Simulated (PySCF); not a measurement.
Run record: geometry optimisation, `[SiH2](Cl)C(=C)C=O`.

Computed with PBE0-D3(BJ)/def2-SVP geometry optimisation, gas phase (PySCF 2.14.0). Start geometry: GFN2-xTB. A driver script takes a list of jobs; this job's settings line and coordinates (Å) are shown.

Command:
```bash
OMP_NUM_THREADS=1 python probes_run.py task.json out
```

Input:
```
{"job": {"xc": "PBE0", "basis": "def2-SVP", "d3": "d3bj", "grid": 1, "shake": 0.01, "kind": "geom"}, "charge": 0, "multiplicity": 1}
C     -0.726190    -0.807030     1.181260
C     -0.336000    -0.053900     0.142000
C     -1.296120     0.729230    -0.657520
O     -0.902530     1.398180    -1.600070
Si     1.445830     0.116740    -0.503000
Cl     2.602030    -1.011100     0.708050
H     -1.778120    -0.825440     1.464570
H     -0.045030    -1.358440     1.764830
H     -2.336730     0.685740    -0.311660
H      1.881340     1.507350    -0.364430
H      1.529630    -0.407160    -1.839700
```

Output:
```
step   0  E = -941.39424992  max force = 0.027641
step   1  E = -941.39852602  max force = 0.013750
step   2  E = -941.39842907  max force = 0.013474
step   3  E = -941.39906827  max force = 0.007055
step   4  E = -941.39938386  max force = 0.002153
step   5  E = -941.39945780  max force = 0.001676
step   6  E = -941.39947572  max force = 0.000925
step   7  E = -941.39948245  max force = 0.000510
step   8  E = -941.39948046  max force = 0.000463
step   9  E = -941.39948058  max force = 0.000394
optimisation converged
```

Energies in Eh; «max force» is the largest Cartesian gradient component in Eh/bohr.

Question: Give the first gradient maximum in eV/Å.

Answer: With 1 Eh/bohr = 51.422 eV/Å, 1.421 eV/Å.

In short: final energy -941.39948 Eh after 9 steps; dipole 2.48 D.

Question: Give the final coordinates.

Answer: 0.052 Å rms from the input after alignment:
```
atom  x, y, z in Å
C1    -0.6060   -0.7451    1.2622
C2    -0.3084   -0.0426    0.1589
C3    -1.3622    0.6973   -0.5580
O4    -1.1337    1.3527   -1.5474
Si5    1.4037    0.1104   -0.6084
Cl6    2.6797   -1.0446    0.5561
H7    -1.6330   -0.7830    1.6468
H8     0.1583   -1.3015    1.8136
H9    -2.3986    0.6195   -0.1394
H10    1.8931    1.5125   -0.5731
H11    1.4233   -0.4336   -1.9905
```

Question: How long does this job take on one thread of an Intel Xeon 6975P-C (shared host)? And the peak memory of the process?

Answer: About 40 s, with 0.51 GiB resident at the peak, the Python interpreter and its libraries included.
Labels such as C1 count atoms from 1, the log's own numbers from 0.
